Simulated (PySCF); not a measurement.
# IF⁺: energy against distance

Set-up: basis I x2c-SVPall, F x2c-SVPall; spin-free X2C with a Gaussian nucleus; PySCF 2.14. Energies in eV from I⁺ + F in their ground configurations at the same level. State: ²Π (doublet), unpaired electrons π ↑.

All columns are PBE0. A positive dipole points towards F; it is taken about the centre of mass and depends on that origin.

```
R (Å)  E (eV)  μ (D)  Mulliken charge on I (basis-dependent)  HOMO (eV)  LUMO (eV)  Mayer bond order  ⟨S²⟩
1.621  -0.757  -1.39                                    1.25     -15.28     -13.00              1.09  0.75
1.696  -1.693  -1.66                                    1.25     -15.44     -13.16              1.11  0.75
1.772  -2.193  -1.90                                    1.24     -15.59     -13.32              1.13  0.75
1.828  -2.363  -2.06                                    1.23     -15.68     -13.42              1.14  0.75
1.885  -2.404  -2.20                                    1.22     -15.78     -13.52              1.15  0.75
1.942  -2.349  -2.33                                    1.21     -15.86     -13.61              1.15  0.75
2.017  -2.170  -2.47                                    1.20     -15.96     -13.71              1.16  0.75
2.111  -1.839  -2.61                                    1.18     -16.05     -13.82              1.16  0.76
2.224  -1.368  -2.69                                    1.15     -16.13     -13.88              1.11  0.79
2.375  -0.820  -2.38                                    1.09     -16.05     -13.74              0.76  1.10
```

A fit through these points gives, at Re = 1.878 Å, μ = -2.18 D and dμ/dR = -2.38 D/Å; the reduced mass is 16.52 u.

How strong is the fundamental in the double-harmonic approximation, I = 42.26·(dμ/dR)²/μred km/mol?

I = 42.26·(-2.38)²/16.52 = 14.5 km/mol at PBE0.

⟨S²⟩ of the unrestricted solution departs from its pure value on part of the curve, where spin states mix. These are scalar-relativistic numbers at best; spin–orbit coupling would shift them, the dissociation energy most. For an ion De counts to the pair picked by the measured ionisation energies or electron affinities, which need not be the lowest pair at this level. The state is the lowest determinant that a PBE0 search found; another state may lie lower at other levels.
